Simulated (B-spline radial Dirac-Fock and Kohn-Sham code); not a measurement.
Internal conversion coefficients of Si at 343 keV

Z = 14 (silicon), transition energy 343 keV. The computed values come from a B-spline atomic structure program: a Dirac-Hartree-Slater potential of the neutral atom with a Latter tail (no hole, which puts coefficients of high multipoles low close above an edge), finite nucleus with surface currents. Subshells that would emit electrons below 1 keV are left out.

```
subshell  electron energy (keV)        E1        E3        E4        M2        M3
       K                 341.16  0.000181   0.00356    0.0141  0.000756   0.00295
      L1                 342.85  1.31e-05  0.000258   0.00102  5.53e-05  0.000217
      L2                 342.90  3.00e-08  2.94e-06  2.18e-05  4.06e-07  2.61e-06
      L3                 342.90  6.20e-08  3.10e-06  2.03e-05  2.00e-07  1.65e-06
      M1                 342.99  1.09e-06  2.13e-05  8.39e-05  4.57e-06  1.79e-05
      M2                 342.99  5.14e-10  5.04e-08  3.74e-07  6.97e-09  4.47e-08
      M3                 342.99  1.06e-09  5.30e-08  3.47e-07  3.42e-09  2.82e-08
   total                         0.000195   0.00385    0.0152  0.000817   0.00319
```

Q: For a pure M3 transition, what fraction of decays emits a photon?

A: 1/(1 + α) = 0.997 with the total α = 0.00319.
